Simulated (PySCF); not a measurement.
Molecule: CF3C(O)CH3 (SMILES CC(=O)C(F)(F)F).

Atoms are numbered as in `[CH3:1][C:2](=[O:3])[C:4]([F:5])([F:6])[F:7]`. Hydrogens are named by the atom that carries them.

Geometry PBE0-D3(BJ)/def2-SVP throughout; GIAO in PySCF 2.14.0 with density-fitted response routines, gas phase, one conformer, non-relativistic; equivalent atoms averaged; basis pcSseg-2.

**Question.** How do the shifts δ (against TMS, H2O, CFCl3 at the same level) depend on the functional? (ppm; last column core-seconds on shared hosts with different chips, so compare them loosely; the GGAs took longer than the global hybrids here, which isn't the general rule, and the cause wasn't traced)

**Answer.** 
```tsv
functional	kind	C2	C4	C1	O3	F5/F6/F7	H(C1)	core-s
HF	Hartree–Fock	197.5	108.2	22.5	669.5	-62.1	2.35	17
PBE	GGA	202.8	129.4	25.5	662.8	-106.5	2.38	41
OPBE	GGA	196.1	124.6	25.3	639.9	-103.7	2.37	40
KT3	GGA	188.8	123.0	24.1	608.9	-109.3	2.33	50
B3LYP	global hybrid	203.2	126.3	24.9	670.4	-93.0	2.38	28
PBE0	global hybrid	202.8	124.6	25.0	675.1	-91.3	2.37	30
mPW1PW91	global hybrid	202.9	124.8	25.1	674.8	-90.6	2.37	28
BHandHLYP	global hybrid	202.1	119.8	24.1	677.8	-78.7	2.37	27
CAM-B3LYP	range-separated hybrid	205.8	126.7	25.0	678.1	-81.4	2.39	43
```

**Question.** Which nucleus moves most, in ppm?

**Answer.** O3 (ketone oxygen): from 608.9 ppm with KT3 to 678.1 ppm with CAM-B3LYP. The smallest spread is 0.06 ppm, at H(C1). Proton shifts span only some 12 ppm, so a few tenths of a ppm matter as much there as several ppm in carbon.
